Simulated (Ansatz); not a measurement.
`[OH][Nb]([F])(=[S])[Cl]`, relaxed with RKS PBE-D4/def2-SVP in the Gaussian-basis code of Ansatz from a rough embedded geometry. The force threshold is 0.03 eV/Å; the program also tests the step.

The species carries charge 0 and has multiplicity 1. Nb: def2 effective core potential.

Start:

```xyz
6

O     1.364   -0.914    0.299
Nb   -0.365   -0.032   -0.166
F    -1.106   -0.942   -1.726
S    -1.694   -0.197    1.330
Cl   -0.043    2.299   -0.675
H     1.844   -0.214    0.938
```

**Question.** How much energy does the relaxation release, and in how many steps? (Estimate.)

**Answer.** Ansatz gave: 1.07 eV, in 9 steps.

**Question.** Which bonds change most? (An estimate is asked.)

**Answer.** Ansatz gave: Nb2–S4 from 2.008 to 2.156 Å; O1–Nb2 from 1.996 to 1.878 Å; Nb2–Cl5 from 2.408 to 2.303 Å; O1–H6 from 1.062 to 0.975 Å.

**Question.** Give the relaxed structure. (Estimate.)

**Answer.** Ansatz gave: 
```xyz
6

O     1.394   -0.498    0.238
Nb   -0.317    0.093   -0.263
F    -0.985   -0.978   -1.644
S    -1.613   -0.102    1.449
Cl   -0.230    2.315   -0.861
H     1.751   -0.830    1.082
```
